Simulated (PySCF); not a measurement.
C₄H₆OSe, SMILES [SeH][C@@H]1C(CC1)=O.

Coordinates come from a B3LYP-D3(BJ)/def2-SVP optimisation. The structure was generated by enumeration; whether it is a known compound was not checked. The values are those of a single conformer.

All values below come from PySCF with PBE/def2-TZVP.

Gas-phase values at a fixed geometry.

```json
{
  "total_energy": "-2632.22482 hartree",
  "highest_occupied_level": "-5.48 eV",
  "lowest_empty_level": "-2.39 eV",
  "orbital_gap": "3.08 eV",
  "dipole_moment": "2.41 D",
  "quadrupole, principal values (traceless, Buckingham form, about the centre of nuclear charge)": "-11.17, 2.38, 8.79 D·Å",
  "mean_static_polarisability": "75.9 bohr³ (11.24 Å³)",
  "polarisability_principal_values": "60.6, 75.1, 91.8 bohr³"
}
```
